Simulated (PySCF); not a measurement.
A series of related compounds: `CC(C)P1(=O)CCC1`, C$_{6}$H$_{13}$OP; SMILES CC(=O)P1(=O)CCC1, C$_{5}$H$_{9}$O$_{2}$P; `CC(=O)CP1(=O)CCC1`, C$_{6}$H$_{11}$O$_{2}$P; `O=[PH]1CCC1`, C$_{3}$H$_{7}$OP; SMILES CCCP1(=O)CCC1, C$_{6}$H$_{13}$OP; SMILES C(=C)P1(=O)CCC1, C$_{5}$H$_{9}$OP; SMILES C1CP(CSC)(=O)C1, C$_{5}$H$_{11}$OPS; `InChI=1S/C7H9O2P/c8-10(5-2-6-10)7-3-1-4-9-7/h1,3-4H,2,5-6H2`; `CC[C@@H]1CC[P@@H]1=O`, C$_{5}$H$_{11}$OP; `CCP1(=O)CCC1`, C$_{5}$H$_{11}$OP.

PySCF 2.14.0 with density-fitted response routines calculation with GFN2-xTB structure and σ from GIAO-PBE0/pcSseg-1; isolated molecule, single conformer, non-relativistic, one averaged value for each set of equivalent atoms.

Scale: H3PO4 for ³¹P (318.38 ppm) (reference shieldings calculated alike).

Question: How does the ³¹P shift change along the series?

Answer: 
| compound | change | δ (ppm) | HOMO–LUMO gap (eV) |
| --- | --- | --- | --- |
| CC(C)P1(=O)CCC1 | H replaced by iPr | 30.1 | 8.22 |
| CC(=O)P1(=O)CCC1 | H replaced by COCH3 | 10.9 | 5.47 |
| CC(=O)CP1(=O)CCC1 | H replaced by CH2COCH3 | 24.8 | 6.68 |
| O=[PH]1CCC1 | base | -7.4 | 8.70 |
| CCCP1(=O)CCC1 | H replaced by nPr | 21.3 | 8.36 |
| C=CP1(=O)CCC1 | H replaced by vinyl | 9.0 | 6.89 |
| CSCP1(=O)CCC1 | H replaced by CH2SCH3 | 22.2 | 7.10 |
| O=P1(c2ccco2)CCC1 | H replaced by 2-furyl | 0.7 | 6.47 |
| CC[C@@H]1CC[P@@H]1=O | H replaced by C2H5 | -6.9 | 8.50 |
| CCP1(=O)CCC1 | H replaced by C2H5 | 23.6 | 8.37 |
